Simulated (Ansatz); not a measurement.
Relaxation of C2H11NO3Si2 (19 atoms, charge 0, multiplicity 1), to a largest force component of 0.02 eV/Å in at most 40 steps.

Theory: RKS B3LYP/STO-3G in Ansatz.

```xyz
19
Properties=species:S:1:pos:R:3:forces:R:3
Si 0.000 0.000 0.000 1.63 -0.55 0.09
O 0.000 0.000 1.680 0.60 -0.02 -0.33
Si -1.315 -0.407 2.644 -0.79 0.85 0.59
H -2.239 -1.240 1.880 -0.77 1.60 1.87
H -0.851 -1.143 3.816 -0.02 0.16 -0.28
H -1.999 0.809 3.073 0.13 -0.17 0.10
N 1.716 0.000 -0.606 -2.45 0.25 0.76
H 2.215 -0.918 -0.787 -0.28 1.49 0.12
H 2.217 0.918 -0.778 -0.22 -1.50 0.03
O -0.791 1.371 -0.559 2.01 1.26 0.20
C -2.151 1.418 -0.965 0.06 -1.02 0.24
H -2.769 0.822 -0.261 -0.72 0.07 -0.23
H -2.502 2.471 -0.964 -0.02 0.00 -0.02
H -2.247 0.998 -1.988 -0.56 0.01 -0.20
O -0.791 -1.371 -0.559 0.71 0.21 -1.95
C -1.536 -2.268 0.250 1.10 -0.55 -0.13
H -1.225 -2.158 1.310 -0.02 -1.60 -1.00
H -2.619 -2.040 0.157 -0.27 -0.33 0.27
H -1.349 -3.311 -0.083 -0.12 -0.16 -0.15
```

Question: Where does it end, and by what steps?

Answer: The run converged. Limits of this set-up: minimal basis. After 38 steps the energy has fallen by 2.022 eV; H12 moved furthest, 1.62 Å.

```
step  energy less start (eV)  largest force component (eV/Å)  accepted
   0                  0.0000                           2.453       yes
   2                 -1.4144                           0.673       yes
   4                 -1.7126                           0.341       yes
   6                 -1.7901                           0.222       yes
   8                 -1.8251                           0.191       yes
  10                 -1.8514                           0.239       yes
  12                 -1.8654                           0.233       yes
  14                 -1.8752                           0.103       yes
  16                 -1.8790                           0.098       yes
  18                 -1.8822                           0.118       yes
  20                 -1.8872                           0.123       yes
  22                 -1.8947                           0.149       yes
  24                 -1.9092                           0.360       yes
  26                 -1.9328                           0.464       yes
  28                 -1.9796                           0.644       yes
  30                 -2.0026                           0.101       yes
  32                 -2.0121                           0.347       yes
  34                 -2.0193                           0.088       yes
  36                 -2.0218                           0.082       yes
  38                 -2.0223                           0.017       yes
```

```xyz
19
Properties=species:S:1:pos:R:3
Si -0.276 -0.368 0.202
O 0.014 -0.609 1.832
Si -0.989 0.113 2.998
H -2.364 -0.338 2.917
H -0.447 -0.302 4.273
H -0.964 1.562 2.942
N 1.048 0.385 -0.650
H 1.570 -0.275 -1.269
H 1.758 0.845 -0.037
O -1.680 0.602 0.220
C -1.977 1.223 -1.068
H -2.402 0.501 -1.803
H -2.737 2.012 -0.898
H -1.086 1.694 -1.539
O -0.472 -1.832 -0.657
C -1.581 -2.635 -0.145
H -1.425 -2.981 0.902
H -2.562 -2.109 -0.180
H -1.663 -3.537 -0.783
```

Run time: 4.4 min on 1 thread of Arm Neoverse V2 (shared host), peak memory 0.17 GiB.
